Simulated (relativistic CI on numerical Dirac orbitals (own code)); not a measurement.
## Mn2+ (3d5) in a crystal field

Calculated by Dirac-Coulomb-Breit CI, KLI orbitals optimised for each configuration, model QED (radiative potential, 1s self-energy scaled to tabulated hydrogen-like ionisation energies), valence Slater integrals scaled by 0.9, one configuration in a parametric crystal field (own radial code). With so little scaling, terms lie 10 to 35 % too far apart, which can change the order of excited levels.

Field parameters in Wybourne normalisation: Oh B⁴₀ = 21Dq, B⁴₄ = √(5/14) B⁴₀. The field is a parameter set, without covalency.

S is read from ⟨S²⟩ = S(S + 1).

Site symmetry Oh; labels are those of the double group. Computed levels in cm⁻¹ above the lowest, in rising order:

```
Δ (size of 10Dq)  Lowest     No. 2     No. 3     No. 4     No. 5     No. 6     No. 7     No. 8
            3250   Γ7+Γ8  26688 Γ7  26697 Γ8  26730 Γ8  26760 Γ6  27969 Γ7  27992 Γ8  28016 Γ6
            5850   Γ7+Γ8  24519 Γ7  24531 Γ8  24580 Γ8  24617 Γ6  27349 Γ7  27387 Γ8  27448 Γ6
            8450   Γ7+Γ8  22155 Γ7  22172 Γ8  22233 Γ8  22275 Γ6  26320 Γ7  26357 Γ8  26438 Γ6
           11050   Γ7+Γ8  19705 Γ7  19733 Γ8  19804 Γ8  19851 Γ6  24644 Γ7  24805 Γ8  24978 Γ6
           13650      Γ7      0 Γ8  17187 Γ7  17243 Γ8  17331 Γ8  17383 Γ6  19955 Γ7  20420 Γ8
           16250      Γ7      0 Γ8  14373 Γ7  14652 Γ8  14827 Γ8  14887 Γ6  15381 Γ7  15641 Γ8
           18850      Γ7      0 Γ8   9938 Γ7  10514 Γ8  12288 Γ8  12351 Γ8  12363 Γ7  12373 Γ6
           21450      Γ7      0 Γ8   5022 Γ7   5583 Γ8   9744 Γ8   9781 Γ7   9801 Γ8   9846 Γ6
           24050      Γ7     16 Γ8     77 Γ7    614 Γ8   7221 Γ8   7247 Γ7   7278 Γ8   7327 Γ6
           26650      Γ7    549 Γ8   4959 Γ8   4959 Γ7   9634 Γ8   9654 Γ7   9682 Γ8   9734 Γ6
           29250      Γ7    545 Γ8   9951 Γ8   9952 Γ7  12153 Γ8  12165 Γ8  12174 Γ7  12216 Γ6
           31850      Γ7    542 Γ8  14326 Γ8  14338 Γ7  14654 Γ8  14711 Γ6  15329 Γ8  15332 Γ7
```

Ground-state S against |10Dq| in cm⁻¹: 3250: 2.50, 5850: 2.50, 8450: 2.50, 11050: 2.50, 13650: 2.50, 16250: 2.50, 18850: 2.50, 21450: 2.50, 24050: 2.19, 26650: 0.50, 29250: 0.50, 31850: 0.50.

The spin changes between |10Dq| = 24050 and 26650 cm⁻¹.
